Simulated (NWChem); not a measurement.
Species: GeSiH₃F₃; SMILES F[Si](F)(F)[GeH3]

Computed with NWChem. Pople sets run with spherical d functions. Geometry: optimised at PBE0/def2-SVP.

Q: Predict the results for B3LYP/6-31G*. Quantities: highest occupied level (eV); orbital gap (eV); dipole (D).

A: 
```
Item                         Value
---------------------------  -----
highest occupied level (eV)  -8.95
orbital gap (eV)              9.08
dipole (D)                    2.15
```
